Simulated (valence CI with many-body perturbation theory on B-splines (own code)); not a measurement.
Ho LIII: one-electron terms

Computed by valence CI with perturbative core correlation (CI+MBPT): five valence electrons over a frozen Dirac-Fock core [Ne], radial functions for each j: 11 s, 11 p, 10 d, 8 f, 5 g, 2 h, with the one-electron correlation potential Σ1, the two-electron term Σ2, the three-electron term Σ3, Breit, model QED; selected CI, second order for the rest, scaled by the run's own slope (own B-spline code, finite nucleus).

The last digits are not significant, and no measured levels were compared; by estimate large intervals hold to a few tenths of a per cent, small ones and those within an open d or f shell to about a per cent. Among the levels kept, up to 3200 cm⁻¹ of a level comes from second order outside the variational space, and about a tenth of that is noise between levels of different J, which matters for small intervals.

These are the spectroscopic orbitals of the CI (the correlating ones are not listed), shaped by the core and the other valence electrons. h is the expectation value of the core's Dirac-Fock operator, without the valence repulsion; Σ1 is computed up to l = 3 at one energy for each symmetry, that of its lowest orbital but kept below the first core excitation, so for empty shells it is not the orbital's own correlation shift; Breit and QED include the response of the core.

```tsv
Orbital	h (hartree)	Σ1 (cm⁻¹)	Breit (cm⁻¹)	QED (cm⁻¹)	⟨r⟩ (bohr)
3s1/2	-206.41	-7024	32452	26616	0.2108
4s1/2	-112.27	-2346	12493	10580	0.3919
5s1/2	-70.39	-1071	5939	5149	0.6312
6s1/2	-48.213	-584	3315	2894	0.9265
7s1/2	-35.073	-355	2038	1786	1.278
8s1/2	-26.653	-232	1342	1179	1.686
3p1/2	-201.33	-9123	54349	976	0.1989
4p1/2	-110.15	-2988	21013	405	0.3833
5p1/2	-69.323	-1371	10135	203	0.6250
6p1/2	-47.604	-750	5688	116	0.9230
7p1/2	-34.693	-456	3509	72.0	1.278
8p1/2	-26.4	-299	2317	47.8	1.688
3p3/2	-192.63	-7924	30726	3412	0.2092
4p3/2	-106.59	-2693	11892	1372	0.3971
5p3/2	-67.536	-1255	6259	681	0.6424
6p3/2	-46.584	-692	3527	387	0.9439
7p3/2	-34.056	-423	2183	241	1.302
8p3/2	-25.977	-278	1446	160	1.716
3d3/2	-186.49	-9852	25073	-784	0.1795
4d3/2	-104.22	-2747	8989	-253	0.3718
5d3/2	-66.372	-1222	4262	-115	0.6205
6d3/2	-45.924	-662	2373	-62.6	0.9254
7d3/2	-33.646	-402	1459	-38.0	1.287
3d5/2	-184.46	-8821	12022	315	0.1827
4d5/2	-103.35	-2450	4262	188	0.3757
5d5/2	-65.924	-1091	2074	105	0.6252
6d5/2	-45.665	-592	1158	63.5	0.9310
7d5/2	-33.483	-360	714	40.8	1.293
4f5/2	-102.06	-2325	871	-136	0.3285
5f5/2	-65.276	-1131	594	-71.9	0.5807
6f5/2	-45.296	-638	371	-42.2	0.8889
7f5/2	-33.254	-395	246	-26.7	1.254
4f7/2	-101.68	-2215	248	61.4	0.3304
5f7/2	-65.084	-1073	168	28.5	0.5829
6f7/2	-45.185	-604	101	15.8	0.8914
7f7/2	-33.183	-374	67.1	9.8	1.256
5g7/2	-64.924		18.6	-31.8	0.5139
6g7/2	-45.095		18.5	-18.8	0.8232
7g7/2	-33.127		14.5	-12.0	1.189
5g9/2	-64.813		3.5	24.0	0.5153
6g9/2	-45.03		3.5	13.7	0.8247
7g9/2	-33.086		2.6	8.6	1.191
6h9/2	-45.001				0.7331
6h11/2	-44.959				0.7341
```

Among the shells of the start configuration 3s2 3p3, Σ1 is largest in size for 3p1/2, where it is 0.021 % of h.

Lowest root of each symmetry, sizes in configuration state functions:

| J | Parity | Roots | Reference | Variational | Second order | Change by selected CI (cm⁻¹) | Change by second order (cm⁻¹) |
| --- | --- | --- | --- | --- | --- | --- | --- |
| 1/2 | even | 14 | 84 | 31997 | 675687 | -16710 | -545 |
| 3/2 | even | 19 | 135 | 31979 | 1200888 | -19610 | -789 |
| 5/2 | even | 17 | 147 | 31997 | 1576082 | -19597 | -1179 |
| 7/2 | even | 11 | 118 | 31994 | 1687852 | -19278 | -1743 |
| 9/2 | even | 6 | 80 | 31999 | 1429989 | -20142 | -1169 |
| 11/2 | even | 1 | 37 | 31997 | 393673 | -17166 | -573 |
| 13/2 | even | 1 | 15 | 31994 | 284361 | -21092 | -398 |
| 1/2 | odd | 19 | 88 | 32000 | 644180 | -17437 | -602 |
| 3/2 | odd | 30 | 145 | 32000 | 1354379 | -16084 | -1076 |
| 5/2 | odd | 28 | 153 | 31992 | 1600054 | -15914 | -1754 |
| 7/2 | odd | 21 | 129 | 31992 | 1806627 | -16620 | -2301 |
| 9/2 | odd | 11 | 83 | 31980 | 1429941 | -16930 | -1426 |
| 11/2 | odd | 4 | 43 | 31997 | 1242754 | -19010 | -1050 |
